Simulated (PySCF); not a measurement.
Electron correlation in Mn⁺ (manganese, charge +1)

Starting occupation: [Ar] 3d5 4s1, 3d5/2 with m_j = -3/2, -1/2, +1/2, +3/2, +5/2, 4s1/2 with m_j = +1/2. Calculation: PySCF 2.14, in x2c-TZVPall-2c (6s7p4d1f, 54 functions); X2C-1e with screened-nucleus spin-orbit coupling, Gaussian nucleus. Frozen: [Ne]; 14 electrons correlated; the 6 highest virtual spinors left out.

MP2 pair energies summed by pair of shells (mhartree):

```tsv
pair	energy	share (%)
3d-3p	-136.09	40.6
3p-3p	-72.44	21.6
3d-3d	-57.38	17.1
3p-3s	-24.47	7.3
3d-3s	-19.66	5.9
3p-4s	-10.84	3.2
3d-4s	-10.69	3.2
3s-3s	-3.24	1.0
3s-4s	-0.77	0.2
```

Total MP2 correlation energy: -335.58 mhartree.

The GHF reference relaxed away from the jj start to a determinant that is no pure jj level (⟨S²⟩ = 12.00, ⟨J²⟩ = 12.00); the energies belong to that determinant.

This basis was not built for core-valence correlation, so the inner-shell part is incomplete.
